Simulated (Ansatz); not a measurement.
Stepwise reaction of `C=C[Si](Cl)(Cl)Cl` with hydrogen, as a gas-phase model of exchange steps in deposition or etching. ΔE in kJ/mol; ΔG adds harmonic PBE0-D4 terms to CCSD(T)/CBS, at 1 bar.

Computed with Ansatz on PBE0-D4/def2-TZVP structures; ΔE is electronic, products minus reactants. CBS: MP2 limit from def2 TZ/QZ plus the TZ coupled-cluster correction, frozen cores. This one scheme is used for every species. DFT in def2-TZVPP. B3LYP here is the variant with VWN-RPA as its local correlation; programs differ in this. Each species was taken in one conformer, which may not be the lowest.

```
step                                           reaction  PBE-D4  B3LYP-D4  ωB97M-V  CCSD(T)/CBS  ΔG(400 K)
   1  `C=C[Si](Cl)(Cl)Cl` + H₂ → `C=C[SiH](Cl)Cl` + HCl    81.9      79.9     81.2         79.4       73.7
   2        `C=C[SiH](Cl)Cl` + H₂ → `C=C[SiH2]Cl` + HCl    84.9      83.1     84.8         83.5       78.9
   3             `C=C[SiH2]Cl` + H₂ → `C=C[SiH3]` + HCl    79.6      79.5     81.3         81.2       76.1
```

Problem. By hand: ΔE of the 3 steps together at CCSD(T)/CBS.

Solution. (79.4) + (83.5) + (81.2) = 244.1 kJ/mol, or 81.4 kJ/mol a step.

In ΔE the steps differ by no more than 4.1 kJ/mol. All are uphill at CCSD(T)/CBS. ΔG lies between 73.7 and 78.9 kJ/mol a step. PBE-D4 differs from CCSD(T)/CBS by -1.6 to 2.5 kJ/mol a step. Isolated molecules leave out the surface, adducts and barriers. Largest T1 diagnostic: 0.011.
